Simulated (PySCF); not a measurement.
SMILES CC(=O)CCc1ccco1 (GFN2-xTB optimised geometry):

```
20

C     -3.037    -0.275    -1.855
C     -1.819    -0.998    -2.363
O     -1.269    -0.703    -3.393
C     -1.321    -2.136    -1.490
C     -1.037    -1.699    -0.042
C     -0.045    -0.587     0.000
C      1.318    -0.587     0.000
C      1.717     0.773     0.000
C      0.569     1.498    -0.002
O     -0.504     0.686    -0.001
H     -3.505     0.276    -2.666
H     -3.749    -0.964    -1.408
H     -2.719     0.438    -1.096
H     -0.410    -2.536    -1.938
H     -2.081    -2.920    -1.485
H     -0.638    -2.553     0.508
H     -1.959    -1.374     0.440
H      1.959    -1.445     0.002
H      2.719     1.151     0.000
H      0.382     2.553    -0.002
```

Method: PySCF with PBE/def2-SVP.

Task: What are the frontier orbital energies and the dipole moment?

Result: HOMO-2 -6.82 eV, HOMO-1 -5.42 eV, HOMO -5.21 eV, LUMO -1.27 eV, LUMO+1 -0.58 eV; dipole moment 2.52 D.

Meta-Löwdin charges at PBE/def2-SVP: C1 -0.36, C2 0.35, O3 -0.37, C4 -0.22, C5 -0.19, C6 0.15, C7 -0.18, C8 -0.17, C9 0.02, O10 -0.22, H11 0.12, H12 0.11, H13 0.13, H14 0.11, H15 0.11, H16 0.12, H17 0.11, H18 0.12, H19 0.12, H20 0.12.
